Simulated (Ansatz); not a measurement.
## Swapping F for Cl on Nb: the dipole moment

On one Nb centre that keeps O, n of the F ligands are replaced by Cl. The dipole moment y in D at wB97M-V/def2-TZVPP. Shapes: PBE0-D4/def2-TZVP. Programs: Ansatz 0.2.0.

| molecule | n | y (D) |
| --- | --- | --- |
| NbOF3 | 0 | 1.31 |
| NbClOF2 | 1 | ? |
| NbCl2OF | 2 | 1.11 |
| NbCl3O | 3 | 1.08 |

Task: Fit y = c + s·n to the known rows and predict NbClOF2.

Result: 
1. Means of the 3 rows: n = 1.66667, y = 1.167.
2. Σ(Δn)² = 4.6667, Σ(Δn·Δy) = -0.37333, so the slope is -0.37333/4.6667 = -0.079999.
3. Intercept: 1.167 − (-0.079999) × 1.66667 = 1.300. The largest residual of the fit is 0.030.
4. NbClOF2: 1.300 + (-0.079999) × 1 = 1.22 D.

The run gave 1.18 D, so the prediction is off by +0.04 D, more than the largest residual. The steps per swap are uneven (-0.13, -0.07, -0.03), so a line is a poor model. Dipoles add as vectors. Other levels give for NbClOF2: PBE-D4/def2-TZVPP 1.12; B3LYP-D4/def2-TZVPP 1.20 D. For atoms past krypton def2 sets carry core potentials with scalar relativity.
